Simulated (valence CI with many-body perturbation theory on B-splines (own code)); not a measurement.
# Hyperfine factors and g values of Ba³⁴⁺

Calculated by configuration interaction combined with many-body perturbation theory (CI+MBPT): four valence electrons over a frozen Dirac-Fock core [Ar], radial functions for each j: 9 s, 9 p, 10 d, 8 f, 5 g, 3 h, 1 i, with the one-electron correlation potential Σ1 (screened to all orders), the two-electron term Σ2, the three-electron term Σ3, Breit, model QED; selected single and double excitations, second order for the rest (own B-spline code, finite nucleus).

No measured spectrum was set against this ion. As an estimate, large intervals hold to a few tenths of a per cent, small ones and those within an open d or f shell to about a per cent. Only levels of the ground parity were solved; by the run's estimate the other parity begins above the list, which can be wrong where configurations are misplaced.

A/g_I is the dipole constant over the nuclear g factor μ/I (μ in nuclear magnetons, uniformly magnetised nucleus), B/Q the quadrupole constant per barn. Both hold the static response of the core; the bare values leave it out. Large factors of s and p1/2 electrons are usually good to 5 to 10 %; those of open d and f shells near neutrality can be off by tens of per cent, and small factors of p3/2, d and f electrons come from cancelling terms and can be off by a factor of two or in sign, in half-filled shells by more. B is blank for J = 1/2, where it vanishes, and for nearly pure S terms. Energies count from the lowest level. Levels with J = 0 are left out.

Levels are named by their leading jj configuration (3d3/2^4 stands for four electrons in 3d with j = 3/2), which in mixed levels can hold well under half, so a name can repeat and another be missing. Letters in brackets count levels of one name in rising energy.

| Level | E (eV) | g | A/g_I (MHz) | A/g_I bare | B/Q (MHz/b) | B/Q bare |
| --- | --- | --- | --- | --- | --- | --- |
| (3d3/2^3 3d5/2) J=1 | 12.762 | 1.494 | -1270 | -565 | 7990 | 8120 |
| (3d3/2^3 3d5/2) J=2 | 19.650 | 1.370 | 10000 | 10500 | 10700 | 10900 |
| (3d3/2^3 3d5/2) J=4 | 21.380 | 1.141 | 21000 | 21200 | -2670 | -2750 |
| (3d3/2^3 3d5/2) J=3 | 22.782 | 1.285 | 16200 | 16600 | 3930 | 3990 |
| (3d3/2^2 3d5/2^2) J=4 [a] | 33.938 | 1.145 | 17800 | 18100 | -6840 | -6980 |
| (3d3/2^2 3d5/2^2) J=2 [a] | 35.759 | 1.018 | 14500 | 14600 | 14000 | 14300 |
| (3d3/2^2 3d5/2^2) J=3 [a] | 36.131 | 1.034 | 18300 | 18400 | 4040 | 4110 |
| (3d3/2^2 3d5/2^2) J=5 | 38.830 | 1.077 | 20300 | 20400 | 18500 | 18800 |
| (3d3/2^2 3d5/2^2) J=1 | 40.297 | 1.231 | 19900 | 20200 | 378 | 371 |
| (3d3/2^2 3d5/2^2) J=6 | 40.879 | 1.090 | 21200 | 21400 | 21100 | 21500 |
| (3d3/2^2 3d5/2^2) J=4 [b] | 43.860 | 1.028 | 23100 | 23200 | -8490 | -8630 |
| (3d3/2^2 3d5/2^2) J=2 [b] | 44.830 | 1.141 | 19000 | 19200 | 4800 | 4880 |
| (3d3/2^2 3d5/2^2) J=3 [b] | 44.910 | 1.143 | 21300 | 21600 | 7610 | 7750 |
| (3d3/2 3d5/2^3) J=4 [a] | 51.555 | 1.198 | 15000 | 15300 | 6890 | 7010 |
| (3d3/2^2 3d5/2^2) J=2 [c] | 52.516 | 1.039 | 27100 | 27200 | 288 | 283 |
| (3d3/2 3d5/2^3) J=3 [a] | 55.428 | 1.109 | 14100 | 14300 | 667 | 687 |
| (3d3/2 3d5/2^3) J=5 | 58.553 | 1.145 | 17500 | 17800 | -12000 | -12200 |
| (3d3/2 3d5/2^3) J=1 [a] | 58.931 | 0.803 | 24000 | 23800 | 8990 | 9150 |
| (3d3/2^2 3d5/2^2) J=4 [c] | 59.527 | 1.115 | 16600 | 16800 | 16500 | 16800 |
| (3d3/2 3d5/2^3) J=6 | 59.605 | 1.065 | 20200 | 20300 | 25200 | 25700 |
| (3d3/2^2 3d5/2^2) J=2 [d] | 62.256 | 1.341 | 14600 | 15100 | -5500 | -5570 |
| (3d3/2 3d5/2^3) J=2 [a] | 65.777 | 0.985 | 23400 | 23500 | 18100 | 18500 |
| (3d3/2 3d5/2^3) J=3 [b] | 66.334 | 1.084 | 19200 | 19400 | 11600 | 11800 |
| (3d3/2 3d5/2^3) J=3 [c] | 75.655 | 1.060 | 21600 | 21700 | 28100 | 28600 |
| (3d3/2 3d5/2^3) J=1 [b] | 76.217 | 1.452 | 4170 | 4810 | -12100 | -12300 |
| (3d3/2 3d5/2^3) J=4 [b] | 76.407 | 1.038 | 20400 | 20500 | 17400 | 17700 |
| (3d3/2 3d5/2^3) J=2 [b] | 78.276 | 1.056 | 20900 | 21100 | -7490 | -7630 |
| (3d5/2^4) J=4 | 80.489 | 1.145 | 16600 | 16800 | -16600 | -16900 |
| (3d5/2^4) J=2 | 91.475 | 1.005 | 18100 | 18200 | -9560 | -9720 |

(1) Take the isotope of mass number 135, with I = 3/2, μ = 0.8381 μN and Q = 0.153 b. What is the hyperfine structure of (3d3/2^3 3d5/2) J=3?

Results:

(1) From the table A = 9040 MHz, B = 601 MHz. Shifts from the centre of gravity in MHz: F = 3/2: -53900, F = 5/2: -31700, F = 7/2: -300, F = 9/2: 40800.
